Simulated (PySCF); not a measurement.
A PySCF script (with the pyscf-properties extension) for the NMR shieldings of SMILES C[C@@H]([SiH3])[Si@@](N)(S)C[SiH3], C₃H₁₅NSSi₃, on a GFN2-xTB geometry:

```python
import basis_set_exchange as bse
import numpy as np
from pyscf import gto, dft
from pyscf.prop import nmr

atoms = """
C    -2.350911    0.169021    0.939135
C    -0.913173   -0.302203    0.713148
Si   -0.856328   -2.178302    0.390001
Si   -0.055875    0.696086   -0.661708
N    -0.901171    0.425083   -2.141258
S    -0.160839    2.826329   -0.145723
C     1.761664    0.235799   -0.946392
Si    2.880804    0.274678    0.584245
H    -2.389448    1.244414    1.110287
H    -2.970301   -0.054832    0.073027
H    -2.791798   -0.326464    1.802859
H    -0.356055   -0.115030    1.637479
H     0.534250   -2.617040    0.255398
H    -1.604228   -2.499893   -0.825247
H    -1.469744   -2.864540    1.532799
H    -0.488523    0.766083   -2.994946
H    -1.894266    0.593040   -2.162205
H     0.530463    2.741174    0.978383
H     1.786489   -0.762388   -1.378412
H     2.176183    0.907278   -1.697732
H     2.369065   -0.642702    1.605775
H     2.921851    1.630562    1.142983
H     4.237136   -0.119169    0.198182
"""
names = dict.fromkeys(["C", "Si", "N", "S", "H"], "pcSseg-1")
basis = {el: gto.basis.parse(bse.get_basis(n, elements=[el], fmt="nwchem")) for el, n in names.items()}
mol = gto.M(atom=atoms, basis=basis, charge=0, verbose=0)
mf = dft.RKS(mol, xc="PBE0")
mf.grids.level = 2
mf.grids.alignment = dft.numint.BLKSIZE   # the property module wants whole blocks of grid points
mf.conv_tol = 1e-9
mf.kernel()

calc = nmr.RKS(mf)   # GIAO
C = mf.mo_coeff
Co = C[:, mf.mo_occ > 0]
resp = mf.gen_response(singlet=True, hermi=2)
def vind(x):   # induced exchange potential for any number of trial vectors
    d = np.einsum("pi,xij,qj->xpq", C, 2 * x.reshape(-1, C.shape[1], Co.shape[1]), Co, optimize=True)
    return np.einsum("xpq,pi,qj->xij", resp(d - d.transpose(0, 2, 1)), C, Co, optimize=True).ravel()
mo1, _ = nmr.rhf.solve_mo1(calc, with_cphf=vind)
sigma = calc.kernel(mo1)
for i, s in enumerate(sigma):   # ppm
    print("%2d %-2s %9.2f" % (i, mol.atom_pure_symbol(i), np.trace(s) / 3))
```

Task: What does it print?

Result: 
```
 0 C     174.38
 1 C     178.33
 2 Si    417.44
 3 Si    331.59
 4 N     239.68
 5 S     719.99
 6 C     188.00
 7 Si    427.38
 8 H      29.63
 9 H      31.02
10 H      30.42
11 H      31.78
12 H      27.79
13 H      27.80
14 H      27.87
15 H      31.09
16 H      30.97
17 H      31.61
18 H      31.58
19 H      31.62
20 H      27.92
21 H      27.86
22 H      27.70
```

These numbers come from an equivalent density-fitted implementation of the same equations, which agrees with the script to about 0.01 ppm for H and up to a few tenths of a ppm for heavy atoms, so last digits may differ.

Task: Turn these shieldings into chemical shifts. Scale: 13C (σref 186.93), 29Si (σref 349.16), 1H (σref 31.72) against TMS; NH3 for 15N (σref 267.73); 33S (σref 503.73) against CS2 (reference shieldings calculated alike).

Result: Averaging equivalent atoms: C 0: 12.5; C 1: 8.6; C 6: -1.1; Si 3: 17.6; Si 2: -68.3; Si 7: -78.2; N 4: 28.0; S 5: -216; H 12/13/14: 3.90; H 20/21/22: 3.89; H 8/9/10: 1.36; H 15/16: 0.69; H 18: 0.14; H 17: 0.11; H 19: 0.09; H 11: -0.07 ppm. Experimental scales use liquid or dissolved standards, which lie at an offset from isolated NH3 (liquid NH3: subtract about 20 ppm).

Size and cost of the density-fitted run: 239 basis functions, 63 s wall time on 1 thread of an Arm Neoverse V1, shared host; peak memory 1 GiB.
